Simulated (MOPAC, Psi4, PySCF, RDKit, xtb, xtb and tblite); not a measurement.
Two geometries of SMILES [GeH3][SiH2][SiH2]B(O)O (H9BGeO2Si2), relaxed at GFN2-xTB with one dihedral held; other torsions can differ between them too.

Structure A

```
15

O     -1.4769    -0.4123     0.0181
B     -1.3182     0.7074    -0.7385
O     -2.3161     1.2458    -1.4676
Si     0.5141     1.4169    -0.7087
Si     1.8706    -0.4734    -0.7873
Ge     0.7268    -2.3054     0.1282
H     -2.3387    -0.8347     0.0602
H     -3.1788     0.8222    -1.4508
H      0.8523     2.3711    -1.7760
H      0.8211     2.1612     0.5280
H      3.1485    -0.3589    -0.0718
H      2.2643    -0.8716    -2.1491
H      1.5871    -3.5382     0.3196
H      0.1192    -2.1605     1.4935
H     -0.3971    -2.8884    -0.6911
```

Structure B

```
15

O     -0.8791    -0.2508    -0.3875
B     -0.8369     0.9227    -1.0493
O     -1.8624     1.3647    -1.8260
Si     0.7271     2.1187    -1.0226
Si     0.5139     3.5062    -2.8776
Ge    -1.6839     3.5082    -3.6922
H     -1.6705    -0.7919    -0.4578
H     -2.6644     0.8405    -1.8954
H      0.7956     2.9499     0.1948
H      2.0277     1.4287    -1.0270
H      1.3737     3.1178    -4.0072
H      0.8775     4.9080    -2.6280
H     -1.9391     4.5622    -4.7527
H     -2.1675     2.2757    -4.4100
H     -2.7954     3.8054    -2.7243
```

**Question.** Which is lower in energy at the level PBE0-D3(BJ)/def2-SVP // GFN2-xTB in Psi4 1.11, and by how much?

**Answer.** A is lower, by 0.43 kcal/mol (dihedral O1–B2–Si4–Si5: 40° in A, 160° in B).

E(B) − E(A) in kcal/mol at the other levels, on the same two geometries: GFN2-xTB (xtb and tblite) -0.45; PBE0/def2-SVP // GFN2-xTB (Psi4) 0.39; PBE/def2-SVP // GFN2-xTB (Psi4) 0.44; PBE-D3(BJ)/def2-SVP // GFN2-xTB (Psi4) 0.48; UFF // GFN2-xTB (RDKit) 1.14; PM3, restricted, heats of formation // GFN2-xTB (MOPAC) -0.15; PM7, restricted, heats of formation // GFN2-xTB (MOPAC) 0.02; GFN1-xTB // GFN2-xTB (xtb) -0.11; restricted B3LYP/6-31G*, spherical d, density fitting // GFN2-xTB (PySCF) 0.36; restricted Hartree-Fock/3-21G, density fitting // GFN2-xTB (PySCF) 0.02; restricted MP2 (frozen core)/3-21G // GFN2-xTB (PySCF) 0.08; restricted LDA (SVWN5)/6-31G*, spherical d, density fitting // GFN2-xTB (PySCF) 0.21.
